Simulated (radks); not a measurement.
The numbers below are computed, except where a source is named.
Problem. Ionisation of B+, [He] 2s2, to B2+, [He] 2s1, under several functionals. Scalar-relativistic Kohn-Sham, spin-polarised, spherical densities, point nucleus; open shells are filled with parallel spins first; a radial shooting solver on a logarithmic mesh with Libxc functionals. The NIST Atomic Spectra Database gives 25.155 eV (measured). Rank these functionals by the error of their Delta-SCF ionisation energy: HCTH/407; OLYP; BLYP; BP86; LDA (Slater exchange, Perdew-Wang correlation); RPBE.

Solution. From best to worst: HCTH/407 25.031 eV (-0.124); BP86 24.706 eV (-0.449); RPBE 24.706 eV (-0.449); OLYP 24.631 eV (-0.523); BLYP 24.610 eV (-0.545); LDA (Slater exchange, Perdew-Wang correlation) 24.559 eV (-0.596).
